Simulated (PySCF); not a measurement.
Two species compared at the same levels of theory.

First species: C₇H₁₁Cl.
InChI=1S/C7H11Cl/c1-7-4-5(7)2-3-6(7)8/h5-6H,2-4H2,1H3/t5-,6+,7+/m0/s1

Second species: C5H9FS.
Numbering: `[CH3:1][CH2:2][CH2:3][C@:4]1([F:5])[CH2:6][S:7]1` (hydrogens: H8, H9, H10 on C1; H11, H12 on C2; H13, H14 on C3; H15, H16 on C6)

Geometry (GFN2-xTB, Å), atoms numbered from 1 in this order:
```xyz
16
C5H9FS angstrom
C      1.5058    0.8198    0.4544
C      1.2935   -0.3584   -0.4882
C     -0.0075   -1.1230   -0.2172
C     -1.2284   -0.2821   -0.4832
F     -1.2659    0.1707   -1.7681
C     -1.8337    0.6172    0.5242
S     -2.8207   -0.8539    0.1573
H      1.4721    0.4951    1.4924
H      0.7468    1.5833    0.3023
H      2.4784    1.2698    0.2711
H      1.2881   -0.0029   -1.5202
H      2.1215   -1.0613   -0.3804
H     -0.0491   -1.9994   -0.8686
H     -0.0442   -1.4642    0.8186
H     -2.2602    1.5498    0.1785
H     -1.4038    0.6487    1.5156
```

Levels: PBE0/def2-SVPD for HOMO energy, LUMO energy, HOMO–LUMO gap and static isotropic polarisability; TDDFT PBE0/def2-SVPD for lowest singlet excitation; TDA PBE0/def2-SVPD for lowest triplet excitation (Tamm–Dancoff). Geometries: GFN2-xTB. Each structure is a single optimised conformer of the isolated species, non-relativistic unless stated. Electronic properties by PySCF.

Dipoles, sizes and rotational constants follow the conformer. The torsions of the flexible species, by atom-mapped SMILES:
- `[CH3:1][CH2:2][CH2:3][C@:4]1([F:5])[CH2:6][S:7]1`: C1–C2–C3–C4 65°, C2–C3–C4–F5 58°

The conformers of `C[C@@]12C[C@@H]1CC[C@H]2Cl` aren't listed.

(1) Which of the two has the higher S1 energy, and by how much?

(2) Which of the two has the higher HOMO energy, and by how much?

(3) Which of the two has the higher HOMO–LUMO gap, and by how much?

(4) Which of the two has the higher static isotropic polarisability, and by how much?

(5) Which of the two has the higher T1 energy, and by how much?

(6) Which of the two has the higher LUMO energy, and by how much?

## Answers

(1) The first: 7.17 eV against 4.98 eV, a difference of 2.19 eV.

(2) The second: -6.89 eV against -7.79 eV, a difference of 0.90 eV.

(3) The first: 8.46 eV against 6.74 eV, a difference of 1.72 eV.

(4) The first: 89.9 au against 79.4 au, a difference of 10.5 au.

(5) The first: 6.61 eV against 4.52 eV, a difference of 2.09 eV.

(6) The first: 0.67 eV against -0.15 eV, a difference of 0.82 eV.

On the first: The vertical singlet–triplet gap S1 − T1 is 0.56 eV (TDDFT singlet less Tamm–Dancoff triplet; S1: HOMO→LUMO, weight 0.58; T1: HOMO→LUMO, weight 0.16, beside HOMO−1→LUMO, weight 0.13). The polarisability is 13.32 Å³ as a volume (1 au = 0.148185 Å³), or 1.28 au for each of the 70 electrons.

On the second: S1 lies 1.76 eV below the HOMO–LUMO gap; its leading configuration is HOMO→LUMO, weight 0.97. No computed singlet falls in the visible range (750 to 380 nm, 1.65 to 3.26 eV); S1 lies 1.72 eV above its blue end.
